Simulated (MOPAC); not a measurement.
Input file for MOPAC: PM3 on CH5ClO (a complex), monomers drawn apart or pushed together.

```
PM3 1SCF PRECISE CHARGE=0 THREADS=1
CH5ClO

O      0.14541781 1     0.25791158 1     0.11241167 1
H     -0.43692279 1     0.42195430 1     0.86624213 1
H     -0.41687628 1    -0.13738397 1    -0.56120688 1
C      0.76807293 1    -0.99063537 1     3.51713855 1
Cl    -0.85212785 1    -0.20572315 1     3.62735625 1
H      1.07683181 1    -0.95865698 1     2.47701985 1
H      1.45134922 1    -0.43075934 1     4.14763106 1
H      0.66609953 1    -2.01220065 1     3.86927715 1
```

The log:

```
*******************************************************************************
 **                                                                           **
 **                              MOPAC v23.2.5                                **
 **                                                                           **
 *******************************************************************************
 ** MOPAC's Digital Object Identifier: https://doi.org/10.5281/zenodo.6511958 **
 **                                                                           **
 ** Please cite the open-source release paper for use of this MOPAC version:  **
 ** J. E. Moussa and J. J. P. Stewart (2026)                                  **
 ** MOPAC: An open-source semiempirical molecular orbital program             **
 ** J. Open Source Softw., 11(119), 8025, https://doi.org/10.21105/joss.08025 **
 *******************************************************************************

                              PM3 CALCULATION RESULTS

 *******************************************************************************
 *  PM3        - The PM3 Hamiltonian to be used
 *
 *
 *
 *                 CHARGE ON SYSTEM = 0
 *
 *
 *
 *  PRECISE    - TIGHTER CRITERIA TO BE USED
 *  1SCF       - DO 1 SCF AND THEN STOP
 *  THREADS=1  - MULTI-THREADING NOT USED
 *  T=         - A TIME OF 172800.0 SECONDS REQUESTED
 *  DUMP=N     - RESTART FILE WRITTEN EVERY 7200.0 SECONDS REQUESTED
 *******************************************************************************
PM3 1SCF PRECISE CHARGE=0 THREADS=1
 CH5ClO

   ATOM   CHEMICAL          X               Y               Z
  NUMBER   SYMBOL      (ANGSTROMS)     (ANGSTROMS)     (ANGSTROMS)

     1       O          0.14541781  *   0.25791158  *   0.11241167  *
     2       H         -0.43692279  *   0.42195430  *   0.86624213  *
     3       H         -0.41687628  *  -0.13738397  *  -0.56120688  *
     4       C          0.76807293  *  -0.99063537  *   3.51713855  *
     5      Cl         -0.85212785  *  -0.20572315  *   3.62735625  *
     6       H          1.07683181  *  -0.95865698  *   2.47701985  *
     7       H          1.45134922  *  -0.43075934  *   4.14763106  *
     8       H          0.66609953  *  -2.01220065  *   3.86927715  *



          CARTESIAN COORDINATES

    NO.       ATOM           X           Y           Z

     1         O          0.1454      0.2579      0.1124
     2         H         -0.4369      0.4220      0.8662
     3         H         -0.4169     -0.1374     -0.5612
     4         C          0.7681     -0.9906      3.5171
     5        Cl         -0.8521     -0.2057      3.6274
     6         H          1.0768     -0.9587      2.4770
     7         H          1.4513     -0.4308      4.1476
     8         H          0.6661     -2.0122      3.8693

  H: (PM3): J. J. P. STEWART, J. COMP. CHEM. 10, 209 (1989).
  C: (PM3): J. J. P. STEWART, J. COMP. CHEM. 10, 209 (1989).
  O: (PM3): J. J. P. STEWART, J. COMP. CHEM. 10, 209 (1989).
 Cl: (PM3): J. J. P. STEWART, J. COMP. CHEM. 10, 209 (1989).

           Empirical Formula: C H5 O Cl  =     8 atoms



      MOLECULAR POINT GROUP   :   C1


      RHF CALCULATION, NO. OF DOUBLY OCCUPIED LEVELS = 11


 -------------------------------------------------------------------------------
 PM3 1SCF PRECISE CHARGE=0 THREADS=1
 CH5ClO



     1SCF WAS SPECIFIED, SO BFGS WAS NOT USED
     SCF FIELD WAS ACHIEVED


                              PM3 CALCULATION
                                                       MOPAC v23.2.5 Linux




          FINAL HEAT OF FORMATION =        -68.78887 KCAL/MOL =    -287.81264 KJ/MOL


          COSMO AREA              =        108.68 SQUARE ANGSTROMS
          COSMO VOLUME            =         87.80 CUBIC ANGSTROMS

          IONIZATION POTENTIAL    =         10.669603 EV
          HOMO LUMO ENERGIES (EV) =        -10.670  1.031
          NO. OF FILLED LEVELS    =         11
          MOLECULAR WEIGHT        =         68.5029         POINT GROUP:  C1

          MOLECULAR DIMENSIONS (Angstroms)

            Atom       Atom       Distance
            H     7    H     3     5.07440
            H     6   Cl     5     2.34790
            H     8    O     1     2.23559


          SCF CALCULATIONS        =          1





   ATOM   CHEMICAL          X               Y               Z
  NUMBER   SYMBOL      (ANGSTROMS)     (ANGSTROMS)     (ANGSTROMS)

     1       O          0.14541781  *   0.25791158  *   0.11241167  *
     2       H         -0.43692279  *   0.42195430  *   0.86624213  *
     3       H         -0.41687628  *  -0.13738397  *  -0.56120688  *
     4       C          0.76807293  *  -0.99063537  *   3.51713855  *
     5      Cl         -0.85212785  *  -0.20572315  *   3.62735625  *
     6       H          1.07683181  *  -0.95865698  *   2.47701985  *
     7       H          1.45134922  *  -0.43075934  *   4.14763106  *
     8       H          0.66609953  *  -2.01220065  *   3.86927715  *

                             CARTESIAN COORDINATES

   1    O        0.145417810     0.257911580     0.112411670
   2    H       -0.436922790     0.421954300     0.866242130
   3    H       -0.416876280    -0.137383970    -0.561206880
   4    C        0.768072930    -0.990635370     3.517138550
   5   Cl       -0.852127850    -0.205723150     3.627356250
   6    H        1.076831810    -0.958656980     2.477019850
   7    H        1.451349220    -0.430759340     4.147631060
   8    H        0.666099530    -2.012200650     3.869277150


           Empirical Formula: C H5 O Cl  =     8 atoms



      MOLECULAR POINT GROUP   :   C1


                  EIGENVALUES
 -55.32125 -36.58998 -28.00910 -17.39808 -14.94820 -14.91885 -14.56267 -13.67772
 -12.30281 -10.68047 -10.66960   1.03110   3.51586   3.79907   3.81111   4.14453
   5.19304


              NET ATOMIC CHARGES AND DIPOLE CONTRIBUTIONS

  ATOM NO.   TYPE          CHARGE      No. of ELECS.   s-Pop       p-Pop
    1          O          -0.363021        6.3630     1.77397     4.58905
    2          H           0.182836        0.8172     0.81716
    3          H           0.177966        0.8220     0.82203
    4          C          -0.062718        4.0627     1.16518     2.89754
    5         Cl          -0.101821        7.1018     1.98304     5.11879
    6          H           0.062664        0.9373     0.93734
    7          H           0.053065        0.9469     0.94694
    8          H           0.051028        0.9490     0.94897
 DIPOLE           X         Y         Z       TOTAL
 POINT-CHG.     0.049    -0.689     0.003     0.691
 HYBRID        -0.323    -0.361     0.033     0.486
 SUM           -0.274    -1.050     0.035     1.086


          ATOMIC ORBITAL ELECTRON POPULATIONS

     Atom    s        px        py        pz
    1  O   1.77397   1.42502   1.86768   1.29635
    2  H   0.81716
    3  H   0.82203
    4  C   1.16518   0.88431   0.98689   1.02634
    5 Cl   1.98304   1.29443   1.83218   1.99217
    6  H   0.93734
    7  H   0.94694
    8  H   0.94897

 **********************
 *                    *
 * JOB ENDED NORMALLY *
 *                    *
 **********************




 == MOPAC DONE ==
```

The run finished.

Cost: about 0.020 core-seconds (a rough figure).
